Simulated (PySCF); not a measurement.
## Shieldings and the share of exact exchange

Molecule: `OB1COC[SiH2]1`, C$_{2}$H$_{7}$BO$_{2}$Si.

Geometry:
| atom | x (Å) | y (Å) | z (Å) |
| --- | --- | --- | --- |
| O1 | 2.357 | 0.821 | -0.083 |
| B2 | 1.088 | 0.374 | -0.109 |
| C3 | 0.632 | -1.150 | -0.154 |
| O4 | -0.730 | -1.250 | -0.518 |
| C5 | -1.544 | -0.323 | 0.179 |
| Si6 | -0.670 | 1.378 | -0.022 |
| H7 | 3.020 | 0.119 | -0.118 |
| H8 | 1.208 | -1.767 | -0.866 |
| H9 | 0.810 | -1.599 | 0.853 |
| H10 | -2.553 | -0.386 | -0.253 |
| H11 | -1.629 | -0.592 | 1.254 |
| H12 | -0.892 | 2.319 | 1.120 |
| H13 | -1.086 | 2.047 | -1.295 |

GIAO shieldings (ppm, equivalent atoms averaged) in PySCF 2.14 on the PBE0-D3(BJ)/def2-SVP geometry, basis pcSseg-1, gas phase, non-relativistic:

```tsv
functional	exact exchange (%)	σ(O1)	σ(O4)	σ(B2)	σ(C3)
BLYP	0	124.4	297.0	21.9	101.5
BP86	0	125.4	303.9	25.6	106.9
PBE	0	122.9	302.0	24.6	107.0
B3LYP	20	136.2	312.6	25.9	108.1
PBE0	25	137.9	319.9	29.7	114.5
BHandHLYP	50	153.3	331.8	32.3	116.5
HF	100	178.9	357.8	45.4	129.4
```

Q: Fit each shielding as a line in the percentage of exact exchange.

A: σ(O1) = 124.5 + 0.55 x (rms 0.9 ppm); σ(O4) = 301.9 + 0.57 x (rms 2.6 ppm); σ(B2) = 23.5 + 0.21 x (rms 1.5 ppm); σ(C3) = 105.3 + 0.24 x (rms 2.2 ppm). The functionals also differ in their semilocal parts, which the line can't hold; Hartree–Fock has no correlation at all.

Q: What does the line predict for mPW1PW91 (25 %), and what does the run give?

A: σ(O1): 138.2 predicted, 138.7 computed; σ(O4): 316.1 predicted, 319.4 computed; σ(B2): 28.8 predicted, 30.0 computed; σ(C3): 111.3 predicted, 113.8 computed ppm.
